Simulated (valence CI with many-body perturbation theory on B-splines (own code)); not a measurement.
**Mn¹¹⁺: what the settings do**

Computed by configuration interaction combined with many-body perturbation theory (CI+MBPT): four valence electrons over a frozen Dirac-Fock core [Ne], a basis of 6 s, 6 p, 5 d, 3 f, 1 g functions for each j, with the one-electron correlation potential Σ1 (screened to all orders), the two-electron term Σ2, the three-electron term Σ3, Breit, model QED; selected single and double excitations, second order for the rest, scaled by the run's own slope (own B-spline code, finite nucleus).

No measured levels were compared; by estimate levels of excited configurations hold to 0.05 to 0.15 % of their energy, terms of the ground configuration to about 0.5 %.

The reference run has the lowest level 3s2 3p2 3P_0 and an ionisation energy of 313.208 eV. Its largest variational space holds 9996 state functions.

Names give the largest LS component (configuration and term), which can be under half, so a name can repeat, a term be missing and a line seem to break the LS rules; names also repeat where a configuration has a term twice.

Reference levels: 3s2 3p2 3P_1 7216, 3s2 3p2 3P_2 15042, 3s2 3p2 1D_2 42420, 3s2 3p2 1S_0 83334, 3s 3p3 5S°_2 195635, 3s 3p3 3D°_1 264407, 3s 3p3 3D°_2 264533, 3s 3p3 3D°_3 266597, 3s 3p3 3P°_0 303239, 3s 3p3 3P°_1 303735, 3s 3p3 3P°_2 304174, 3s 3p3 1D°_2 334103 cm⁻¹.

Q: Rank these changes by the mean size of the shift of these levels, smallest first.
A. size limit of the variational space 10000 → 3000; selection threshold (hartree) 2e-08 → 1e-05; second order for the rest on → off
B. Breit term on → off; highest l with Σ1, explicit Σ2 and valence Breit (higher l get mean screening factors) 3 → 2
C. screening of Σ1 on → off

A: C (8 cm⁻¹), B (400 cm⁻¹), A (550 cm⁻¹).
